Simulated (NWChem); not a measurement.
System: C$_{6}$H$_{4}$; SMILES C#C/C=C/C#C

Here is an NWChem input.

```
start job
memory heap 200 mb stack 900 mb global 1100 mb
geometry units angstroms noautoz
  C     -0.128411     3.083164     0.000000
  C      0.125740     1.881812     0.000000
  C      0.460407     0.506726     0.000000
  C     -0.460407    -0.506726     0.000000
  C     -0.125740    -1.881812     0.000000
  C      0.128411    -3.083164     0.000000
  H     -0.361566     4.138691     0.000000
  H      1.534473     0.249751     0.000000
  H     -1.534473    -0.249751     0.000000
  H      0.361566    -4.138691     0.000000
end
basis spherical
  C library def2-svp
  H library def2-svp
end
dft
  xc m06-l
  iterations 150
  mulliken
end
task dft energy
```

Structure relaxed at the PBE-D3(BJ)/def2-SVP level.

Predict the main results of this run. (M06-L/def2-SVP.) Quantities: energy (Ha); highest occupied level (eV); orbital gap (eV).


```
Quantity                      Result
---------------------------  -------
energy (Ha)                  -230.68
highest occupied level (eV)    -5.96
orbital gap (eV)                3.43
```
